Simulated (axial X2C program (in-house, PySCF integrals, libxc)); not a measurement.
# MgCo: bond constants with and without spin–orbit coupling

Calculated with an axial X2C code built on PySCF integrals. Spin-free means the one-electron spin-free X2C Hamiltonian; two-component (2c) means X2C with spin–orbit coupling and atomic mean-field two-electron Coulomb and Gaunt terms, so the difference of the two also holds small scalar two-electron terms. Basis: Co dyall-cv3z [9s10p6d3f2g], Mg dyall-cv3z [9s8p6d3f] (cores contracted in-house); Gaussian nuclei, density fitting, unrestricted open shells. Masses: Co 58.933 u, Mg 23.985 u.

The run was started with this input:
```json
{
 "zs": [
  27,
  12
 ],
 "q": 0,
 "bas": [
  "dyall-cv3z",
  "dyall-cv3z"
 ],
 "levels": [
  "PBE0",
  "HF",
  "PBE50"
 ],
 "cc": true,
 "r0": 2.5,
 "thr": -2.0,
 "nmax": 90,
 "npts": 10,
 "nst": 2,
 "ntry": 6
}
```
```bash
python so2c.py task.json out
```

Keys: zs atomic numbers; q charge; bas basis sets; levels methods; cc coupled cluster on or off; r0 starting distance in Å; thr threshold in hartree for freezing inner shells (an s shell follows its p shell); nmax most natural virtual spinors; npts points on the curve; nst determinants followed; ntry starts of the search. HF also brings MP2.

State, spin-free: M_S = 3/2, Λ = 3 (beyond evenly filled blocks: σα, π+α, π+β, π-α, δ+α, δ+β, δ-α); electrons by block: σα: 11, σβ: 10, π+α: 4, π+β: 4, π-α: 4, π-β: 3, δ+α: 1, δ+β: 1, δ-α: 1. Fragments: Co + Mg.

State, 2c: Ω = 7/2 (⟨Sz⟩ = 1.50, ⟨Lz⟩ = 2.00 at PBE0); electrons by block: 1/2: 15, -1/2: 13, 3/2: 5, -3/2: 5, 5/2: 1. Fragments: Co + Mg.

| Hamiltonian | level | Re (Å) | ωe (cm⁻¹) | ωexe (cm⁻¹) | αe (cm⁻¹) | De (eV) | D0 (eV) | k (mdyn/Å) | μ (D) |
| --- | --- | --- | --- | --- | --- | --- | --- | --- | --- |
| spin-free | PBE0 | 2.566 | 227.9 | 1.57 | 0.00131 | 0.308 | 0.294 | 0.522 | 0.54 |
| spin-free | HF | 2.868 | 128.4 | 2.89 | 0.00238 | -1.90 | -1.91 | 0.166 | 0.14 |
| spin-free | MP2 | 2.512 | 251.8 | 1.98 | 0.00137 | 0.387 | 0.371 | 0.637 | n/a |
| spin-free | PBE50 | 2.606 | 209.9 | 1.68 | 0.00139 | n/a | n/a | 0.442 | 0.16 |
| 2c | PBE0 | 2.559 | 225.2 | 1.54 | 0.00132 | n/a | n/a | 0.509 | 0.42 |
| 2c | HF | 2.914 | 121.8 | 2.69 | 0.00228 | n/a | n/a | 0.149 | 0.29 |
| 2c | MP2 | 2.513 | 239.0 | 2.03 | 0.00149 | n/a | n/a | 0.574 | n/a |
| 2c | PBE50 | 2.615 | 204.0 | 1.73 | 0.0014 | n/a | n/a | 0.418 | 0.14 |

Correlated methods: 11 electrons correlated (number of frozen shells: Co 3 s, 2 p; Mg 2 s, 1 p), 295 virtual spin orbitals or spinors in MP2.

Dipoles are positive if Mg is the positive end.

One determinant describes the state; a PBE0 search over occupations chose it and may have missed a lower one. De is counted from the lowest determinant-based energies of the atoms at the same level, without counterpoise correction. De is not given where an atomic determinant may have missed its ground term or J level, or where the truncated virtual space spoils (T). Density functionals use the spin component along the axis (collinear). Other states lie close and PBE0, whose exact exchange favours high spin, may order them wrongly; the determinant shown need not be the ground state. The nearest other spin-free determinant of the search, M_S = 3/2, Λ = 0, lies 0.08 eV up at the distance of the search. Without a current term, density functionals place determinants with orbital angular momentum somewhat too high. The atomic limit has a lower orbital projection than the molecule and lies lower at mean-field level, so De may be about a tenth of an eV too small. With several unpaired electrons one determinant need not be a pure state. The determinant is spin-polarised beyond a pure state at some levels (its spin-free form has ⟨S²⟩ too high), which makes Re and μ there less reliable.

The spin-free and the 2c determinant differ in configuration, so the two halves of the table describe two states.

Rough cost a point (2c) on 1 thread(s) of a shared host, integrals apart: PBE0 0.8 s, HF 0.6 s, PBE50 1 s.

The whole task took 3.3 min on 1 thread of Intel(R) Xeon(R) Platinum 8259CL CPU @ 2.50GHz (Skylake/Cascade Lake), with other jobs on the host.
